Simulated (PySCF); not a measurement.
## Computed properties of CH9NSi4, SMILES [SiH3][SiH2][Si@H]1C=N[SiH2]1

CH9NSi4, SMILES [SiH3][SiH2][Si@H]1C=N[SiH2]1. Coordinates come from a B3LYP-D3(BJ)/def2-SVP optimisation. The structure was generated by enumeration; whether it is a known compound was not checked. Other conformers were not sampled. All values are computed for the isolated molecule unless a solvent is named; none is compared with measurement here.

**Structure.** All 39 harmonic modes at B3LYP-D3(BJ)/def2-SVP (PySCF) are real, so it is a minimum. With heavy atoms numbered as in [SiH3:1][SiH2:2][Si@H:3]1[CH:4]=[N:5][SiH2:6]1, the shortest bond between them is C4–N5 at 1.289 Å and the longest Si3–Si6 at 2.358 Å.

**Vibrations.** The strongest infrared lines (harmonic, unscaled, degenerate partners summed) lie at 882 cm⁻¹ (224 km/mol, H 91 %, Si 9 %), 2222 cm⁻¹ (142 km/mol, H 96 %), 2225 cm⁻¹ (134 km/mol, H 96 %). The softest mode is at 42 cm⁻¹ and the zero-point energy is 55.6 kcal/mol.

**Electronic structure.** PBE0/def2-TZVP (PySCF) places the frontier levels at -6.69 and -1.31 eV, a gap of 5.38 eV, and gives a dipole moment of 1.71 D. PBE/def2-TZVP (PySCF) at the same geometry gives -5.45 and -2.38 eV, so its gap is 2.31 eV narrower. An orbital gap is neither the optical nor the fundamental gap.

**Excitations.** TDA-B3LYP/def2-SVPD (PySCF) has S1 at 3.57 eV (348 nm, f = 0.003, weak); the most intense of the 6 singlets computed lies at 5.54 eV (f = 0.02). T1 (TDA) is at 2.87 eV, 0.70 eV under S1. TDA-PBE/def2-SVPD (PySCF) puts S1 at 3.41 eV. No vertical singlet excitation falls in the visible range (under 3.1 eV).

**NMR.** GIAO shifts at KT2/pcSseg-1 (PySCF) (non-relativistic, atoms alike by connectivity averaged): ¹³C at 206.2 ppm against TMS; ¹H from 4.0 to 10.1 ppm against TMS; ²⁹Si from -117.8 to -22.3 ppm against TMS.

**Solvation.** SMD-M06-2X/6-31G* (PySCF) gives 1.7 kcal/mol in water, -1.5 kcal/mol in toluene, -1.4 kcal/mol in n-hexane (1 M in both phases, gas-phase geometry).
